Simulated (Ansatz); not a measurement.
`C[SiH](C)[SeH]` → `C[Si]C` + H₂Se at 400 K and 1 bar (silylene formation by 1,1-elimination).

Gas-phase electronic energies from Ansatz, PBE0-D4/def2-TZVP geometries. CBS: MP2 limit from def2 TZ/QZ plus the TZ coupled-cluster correction, frozen cores. For Se outer-core shells are correlated without core-valence functions, which leaves a few kJ/mol of doubt a bond. Scalar relativity is left out up to krypton. One conformer a species, not always the lowest.

```json
{"species": "`C[SiH](C)[SeH]`", "CCSD(T)/CBS energy (Eh)": "-2770.75853", "H − E (kJ/mol)": "274.0", "S (J/(mol·K))": "400.4"}
{"species": "`C[Si]C`", "CCSD(T)/CBS energy (Eh)": "-368.74530", "H − E (kJ/mol)": "212.5", "S (J/(mol·K))": "323.0"}
{"species": "H₂Se", "CCSD(T)/CBS energy (Eh)": "-2401.89790", "H − E (kJ/mol)": "49.4", "S (J/(mol·K))": "229.5"}
```

H − E and S are ideal-gas, rigid-rotor, harmonic terms from PBE0-D4/def2-TZVP, for one conformer and one mirror image of each species. 1 Eh = 2625.50 kJ/mol, R = 8.31446 J/(mol·K).

By hand: ΔE, ΔH, ΔS and ΔG.

ΔE = (-368.74530) + (-2401.89790) − (-2770.75853) = 0.11533 Eh = 302.8 kJ/mol. Δ(H − E) = 212.5 + 49.4 − 274.0 = -12.1, so ΔH = 290.7 kJ/mol. ΔS = 323.0 + 229.5 − 400.4 = 152.1 J/(mol·K). ΔG = 290.7 − 400 × (152.1)/1000 = 229.9 kJ/mol.

By hand: the equilibrium constant, and the temperature at which ΔG would vanish if ΔH and ΔS stayed fixed.

log₁₀ K = −ΔG/(RT ln 10) = -30.0. ΔG = 0 at ΔH/ΔS = 1911 K.

The number of gas molecules changes by +1, which sets the sign of ΔS. A doubt of 5 kJ/mol in ΔE shifts log₁₀ K by 0.7 here. Other conformers and mirror images would add mixing entropy, several J/(mol·K) or more a flexible species. These are equilibria of isolated gas molecules and say nothing of rates. Largest T1 diagnostic: 0.012 (customary marks: 0.02 for closed shells, 0.045 for open ones).
